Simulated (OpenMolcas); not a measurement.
## Multiconfigurational calculation on Ir4+

Ir4+ among 6 point charges of -0.65 e arranged as an octahedron (Oh), 1.79 Å from the ion. With inversion symmetry the input lists one of each pair of outer charges.

Input:

```
&GATEWAY
Coord
1

Ir 0.0 0.0 0.0
Basis=ANO-RCC-VTZP
Group=XYZ
NoMove
AngMom=0.0 0.0 0.0
AMFI
XField
3 Angstrom 0
1.790000 0.000000 0.000000 -0.650000
0.000000 1.790000 0.000000 -0.650000
0.000000 0.000000 1.790000 -0.650000
&SEWARD
* reference wave functions (RASSCF and RASSI steps not shown): 5 electrons in 5 orbitals (5d)
>>> COPY JOB001 $Project.JobIph
&CASPT2
Multistate=1 1
Frozen=14 16
IPEA=0.25
Imaginary=0.1
MaxIter=60
WThr=0.0 0.3 0.05
PrWF=0.5
NoMix
>>> COPY JOB002 $Project.JobIph
&CASPT2
Multistate=24 1 2 3 4 5 6 7 8 9 10 11 12 13 14 15 16 17 18 19 20 21 22
23 24
NoMult
Frozen=14 16
IPEA=0.25
Imaginary=0.1
MaxIter=60
WThr=0.0 0.3 0.05
PrWF=0.5
NoMix
>>> COPY JOB003 $Project.JobIph
&CASPT2
Multistate=75 1 2 3 4 5 6 7 8 9 10 11 12 13 14 15 16 17 18 19 20 21 22
23 24 25 26 27 28 29 30 31 32 33 34 35 36 37 38 39 40 41 42 43 44 45 46
47 48 49 50 51 52 53 54 55 56 57 58 59 60 61 62 63 64 65 66 67 68 69 70
71 72 73 74 75
NoMult
Frozen=14 16
IPEA=0.25
Imaginary=0.1
MaxIter=60
WThr=0.0 0.3 0.05
PrWF=0.5
NoMix
```

Launched by
```bash
OMP_NUM_THREADS=1 MOLCAS_MEM=1689 MOLCAS_PROJECT=a pymolcas a.inp > a.log  # once for each step of the input, in one work folder
```

Output, cut to the results:

```
--- CASPT2 ---
Orbital specifications:
      -----------------------

      Symmetry species                           1   2
                                                ag  au
      Frozen orbitals                           14  16
      Inactive orbitals                          1   3
      Active orbitals                            5   0
      Secondary orbitals                        22  23
      Deleted orbitals                           0   0
      Number of basis functions                 42  42
Type of calculation                        SS-CASPT2
      Fock operator                              state-specific
      IPEA shift                                 0.25
      Real shift                                 0.00
      Imaginary shift                            0.10
      The input orbitals will be transformed to quasi-canonical
Reference energy:      -17811.9379086524
      E2 (Non-variational):      -0.2878135400
      Shift correction:          -0.0000827973
      E2 (Variational):          -0.2878963373
      Total energy:          -17812.2258049897
      Residual norm:              0.0000000900
      Reference weight:           0.95674
      Contributions to the CASPT2 correlation energy
      Active & Virtual Only:         -0.0518750072
      One Inactive Excited:          -0.1507989719
      Two Inactive Excited:          -0.0851395609
::    CASPT2 Root  1     Total energy: -17812.22580499
--- CASPT2 ---
Orbital specifications:
      -----------------------

      Symmetry species                           1   2
                                                ag  au
      Frozen orbitals                           14  16
      Inactive orbitals                          1   3
      Active orbitals                            5   0
      Secondary orbitals                        22  23
      Deleted orbitals                           0   0
      Number of basis functions                 42  42
Type of calculation                        SS-CASPT2
      Fock operator                              state-specific
      IPEA shift                                 0.25
      Real shift                                 0.00
      Imaginary shift                            0.10
      The input orbitals will be transformed to quasi-canonical
Reference energy:      -17811.8250347639
      E2 (Non-variational):      -0.3010323428
      Shift correction:          -0.0001140643
      E2 (Variational):          -0.3011464071
      Total energy:          -17812.1261811710
      Residual norm:              0.0000000746
      Reference weight:           0.95279
      Contributions to the CASPT2 correlation energy
      Active & Virtual Only:         -0.0643359467
      One Inactive Excited:          -0.1493690706
      Two Inactive Excited:          -0.0873273255
Reference energy:      -17811.8250347639
      E2 (Non-variational):      -0.3008620637
      Shift correction:          -0.0001130680
      E2 (Variational):          -0.3009751318
      Total energy:          -17812.1260098957
      Residual norm:              0.0000000739
      Reference weight:           0.95288
      Contributions to the CASPT2 correlation energy
      Active & Virtual Only:         -0.0642237915
      One Inactive Excited:          -0.1493369890
      Two Inactive Excited:          -0.0873012833
::    CASPT2 Root  1     Total energy: -17812.12618117
::    CASPT2 Root  2     Total energy: -17812.12600990
::    CASPT2 Root  3     Total energy: -17812.12627646
::    CASPT2 Root  4     Total energy: -17812.11891743
::    CASPT2 Root  5     Total energy: -17812.11890552
::    CASPT2 Root  6     Total energy: -17812.11882316
::    CASPT2 Root  7     Total energy: -17812.11455373
::    CASPT2 Root  8     Total energy: -17812.11460112
::    CASPT2 Root  9     Total energy: -17812.11271585
::    CASPT2 Root 10     Total energy: -17812.09935225
::    CASPT2 Root 11     Total energy: -17812.09936122
::    CASPT2 Root 12     Total energy: -17812.09918812
::    CASPT2 Root 13     Total energy: -17812.09386240
::    CASPT2 Root 14     Total energy: -17812.09380868
::    CASPT2 Root 15     Total energy: -17812.07923946
::    CASPT2 Root 16     Total energy: -17812.08003121
::    CASPT2 Root 17     Total energy: -17812.08007704
::    CASPT2 Root 18     Total energy: -17812.04238750
::    CASPT2 Root 19     Total energy: -17812.04123583
::    CASPT2 Root 20     Total energy: -17812.04148382
::    CASPT2 Root 21     Total energy: -17812.04114769
::    CASPT2 Root 22     Total energy: -17812.03153710
::    CASPT2 Root 23     Total energy: -17812.03194917
::    CASPT2 Root 24     Total energy: -17812.03190952
--- CASPT2 ---
Orbital specifications:
      -----------------------

      Symmetry species                           1   2
                                                ag  au
      Frozen orbitals                           14  16
      Inactive orbitals                          1   3
      Active orbitals                            5   0
      Secondary orbitals                        22  23
      Deleted orbitals                           0   0
      Number of basis functions                 42  42
Type of calculation                        SS-CASPT2
      Fock operator                              state-specific
      IPEA shift                                 0.25
      Real shift                                 0.00
      Imaginary shift                            0.10
      The input orbitals will be transformed to quasi-canonical
Reference energy:      -17811.7790789311
      E2 (Non-variational):      -0.3035473632
      Shift correction:          -0.0000991997
      E2 (Variational):          -0.3036465628
      Total energy:          -17812.0827254939
      Residual norm:              0.0000004521
      Reference weight:           0.95299
      Contributions to the CASPT2 correlation energy
      Active & Virtual Only:         -0.0665258531
      One Inactive Excited:          -0.1510689623
...
```

Spin-orbit levels above the lowest (labels of O, the rotations of Oh), with the averaged single-state CASPT2 energies on the diagonal:

```tsv
E (cm-1)	Degeneracy	Label	2S+1	g
0	2	Γ7	6 (83 %)	3.20 3.20 3.20
110	4	Γ8	6 (85 %)	
15250	2	Γ7	4 (51 %)	2.00 2.00 2.00
18030	4	Γ8	4 (65 %)	
21850	4	Γ8	4 (83 %)	
22250	2	Γ7	4 (87 %)	2.74 2.74 2.74
22580	4	Γ8	4 (87 %)	
22620	2	Γ6	4	1.11 1.11 1.11
24000	4	Γ8	4 (83 %)	
24360	2	Γ7	4 (76 %)	3.34 3.34 3.34
24590	2	Γ6	4 (85 %)	3.19 3.19 3.19
24860	4	Γ8	4 (80 %)	
25250	2	Γ6	4 (86 %)	1.18 1.18 1.18
26010	4	Γ8	4 (89 %)	
26280	4	Γ8	4 (86 %)	
26530	4	Γ8	4 (83 %)	
27450	2	Γ7	4 (82 %)	2.03 2.03 2.03
29200	2	Γ6	4	2.71 2.71 2.71
30120	2	Γ6	4	1.30 1.30 1.30
30320	4	Γ8	4
```

Roots that are degenerate in the reference are averaged as groups; the widest CASPT2 spread within a group is 180 cm-1 (the 3-fold group of multiplicity 4 near 32000 cm-1 above the lowest state of its run). Shifts and gaps below about the spread of the groups concerned are not significant. Point charges give a weaker field than real ligands, and real ions of this kind are as a rule low spin; the high spin found here belongs to the model. This field is weak: 10Dq is about 5019 cm-1, while octahedral complexes of 5d ions of charge 3 and more, computed by the same method with explicit ligands, had a median near 35000 cm-1. Ground spin and moment need not be those of a real site. Free-ion shares, where given, are those of the reference states; single-state CASPT2 does not remix them. This is an electrostatic model: the charges have no orbitals. No measured value stands beside these numbers.
